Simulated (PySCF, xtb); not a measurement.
C4H8Cl, SMILES [CH2]C(C)(C)Cl, multiplicity 2.

Harmonic wavenumbers (cm⁻¹) from GFN2-xTB (xtb 6.7.1) at its own minimum, in rising order: 195, 227, 243, 249, 293, 339, 372, 395, 404, 673, 832, 928, 964, 1018, 1032, 1079, 1245, 1316, 1395, 1402, 1413, 1470, 1478, 1481, 1491, 3015, 3019, 3045, 3050, 3050, 3050, 3125, 3167.

**Question.** What does PBE0-D3(BJ)/def2-SVP in PySCF give at its own minimum? (Estimate from the structure and the level; the computed values follow.)

**Answer.** 241, 266, 277, 290, 298, 355, 403, 410, 510, 636, 829, 927, 953, 1012, 1028, 1106, 1273, 1303, 1385, 1395, 1437, 1445, 1452, 1467, 1477, 3058, 3061, 3157, 3159, 3167, 3177, 3178, 3290. Paired by order, the mean absolute difference is 40 cm⁻¹ and the zero-point energies are 66.4 and 67.8 kcal/mol.
